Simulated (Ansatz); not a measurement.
Mulliken charges of FGeH₄NSi, SMILES `[F][GeH]1[NH][SiH2]1` from B3LYP/def2-TZVPP in Ansatz (PBE0-D4/def2-TZVP geometry).

| atom | x (Å) | y (Å) | z (Å) | charge (e) |
| --- | --- | --- | --- | --- |
| F1 | -0.821 | 2.305 | 0.554 | -0.388 |
| Ge2 | -0.230 | 1.053 | -0.513 | 0.512 |
| N3 | 0.919 | -0.111 | 0.353 | -0.448 |
| Si4 | -0.418 | -1.149 | 0.077 | 0.317 |
| H5 | 0.347 | 1.835 | -1.698 | 0.002 |
| H6 | 1.817 | -0.123 | 0.807 | 0.135 |
| H7 | -1.260 | -1.575 | 1.226 | -0.062 |
| H8 | -0.260 | -2.292 | -0.862 | -0.069 |

Problem. By hand: the dipole of these point charges (1 e Å = 4.8032 D).

Solution. Σ q r = (-0.001, -0.427, -0.522) e Å, of length 0.674 e Å = 3.24 D.

Problem. How does the dipole of the full density compare? (Estimate.)

Solution. The calculation gave: (0.235, -0.392, -0.190) e Å, 2.38 D; the point charges give 1.36 times that, at 37° from its direction.

Point charges leave out the atoms' own dipoles, such as those of lone pairs, and Mulliken's split depends on the basis, so the two needn't agree.

B3LYP here is the variant with VWN-RPA as its local correlation; programs differ in this.
